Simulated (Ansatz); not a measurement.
System: SnCl, charge 1, singlet. SnCl+ (SMILES [Cl][Sn+]).
B3LYP-D3(BJ)/def2-TZVP minimum from Ansatz (a program for electronic structure):
```xyz
2

Sn     0.0000     0.0000    -0.5785
Cl     0.0000     0.0000     1.7014
```
Charge +1, spin multiplicity 1.

Total energies in def2-TZVPP, 10 correlated electrons, 14 frozen orbitals. Open shells are spin-unrestricted; no spin-orbit coupling. Cores are frozen in correlated methods (noble-gas shells, and filled d and f shells in the p block). Past Kr the def2 sets carry scalar-relativistic core potentials. Spin-orbit terms, left out, reach several kcal/mol for Br and I, and more for heavier atoms. The spin of ClSn+ ([Cl][Sn+], singlet) was assumed, and the state is the lowest solution found for it.

```csv
method,program,energy (Eh),minus CCSDT(Q) (mEh)
HF,Ansatz,-672.66722,279.32
MP2,Ansatz,-672.90968,36.86
CCSD,Ansatz,-672.93274,13.80
CCSD(T),Ansatz,-672.94498,1.56
CCSDT(Q),Ansatz,-672.94654,0.00
```

Rough core times of Ansatz's runs on a shared machine: CCSD(T) under 20 s, CCSDT(Q) 2 min.
